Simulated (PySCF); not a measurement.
C7H14Si, SMILES C[Si](C)(C)CCC#C, singlet (GFN2-xTB optimised geometry):

```
22

C      2.896    -0.459     0.000
C      1.699    -0.459     0.000
C      0.251    -0.457     0.053
C     -0.248    -0.387     1.499
Si    -2.159    -0.382     1.642
C     -2.866    -1.984     0.881
C     -2.628    -0.287     3.487
C     -2.873     1.129     0.718
H      3.944    -0.459    -0.017
H     -0.120    -1.367    -0.427
H     -0.121     0.401    -0.513
H      0.165    -1.233     2.051
H      0.163     0.511     1.965
H     -3.938    -2.055     1.042
H     -2.697    -2.028    -0.191
H     -2.412    -2.867     1.321
H     -2.236    -1.134     4.042
H     -2.239     0.615     3.950
H     -3.705    -0.282     3.617
H     -2.703     1.061    -0.353
H     -3.944     1.210     0.871
H     -2.422     2.055     1.064
```

Level of theory: PBE0/def2-SVP (PySCF).

### Question
What are the frontier orbital energies and the dipole moment?

### Answer
HOMO-2 -8.37 eV, HOMO-1 -7.56 eV, HOMO -7.41 eV, LUMO 1.26 eV, LUMO+1 1.57 eV; dipole moment 1.02 D.

On the same geometry PBE/def2-SVP (PySCF 2.14.0) gives HOMO-2 -7.03 eV, HOMO-1 -6.26 eV, HOMO -6.14 eV, LUMO 0.38 eV, LUMO+1 0.56 eV; dipole moment 1.08 D.

Meta-Löwdin charges at PBE0/def2-SVP: C1 -0.22, C2 -0.02, C3 -0.18, C4 -0.40, Si5 0.88, C6 -0.56, C7 -0.55, C8 -0.56, H9 0.15, H10 0.12, H11 0.12, H12 0.11, H13 0.11, H14 0.11, H15 0.11, H16 0.11, H17 0.11, H18 0.11, H19 0.11, H20 0.11, H21 0.11, H22 0.11.
